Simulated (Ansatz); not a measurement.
Mulliken charges of F$_{2}$H$_{3}$InOSi (`[F][In]([F])[O][SiH3]`) from B3LYP/def2-TZVPP in Ansatz (PBE0-D4/def2-TZVP geometry).

```tsv
atom	x (Å)	y (Å)	z (Å)	charge (e)
F1	0.514	-1.755	2.213	-0.453
In2	1.002	-1.488	0.367	1.229
F3	2.250	-2.740	-0.386	-0.445
O4	0.275	-0.026	-0.685	-0.531
Si5	-0.771	1.214	-0.429	0.420
H6	-0.333	2.050	0.722	-0.075
H7	-2.139	0.702	-0.143	-0.076
H8	-0.799	2.042	-1.660	-0.069
```

Question: By hand: the dipole of these point charges (1 e Å = 4.8032 D).

Answer: Σ q r = (-0.230, 0.361, -0.125) e Å, of length 0.446 e Å = 2.14 D.

Question: How does the dipole of the full density compare? (An estimate is asked.)

Answer: Ansatz gave: (-0.137, 0.239, -0.125) e Å, 1.45 D; the point charges give 1.48 times that, at 9° from its direction.

Point charges leave out the atoms' own dipoles, such as those of lone pairs, and Mulliken's split depends on the basis, so the two needn't agree.

B3LYP here is the variant with VWN-RPA as its local correlation; programs differ in this.
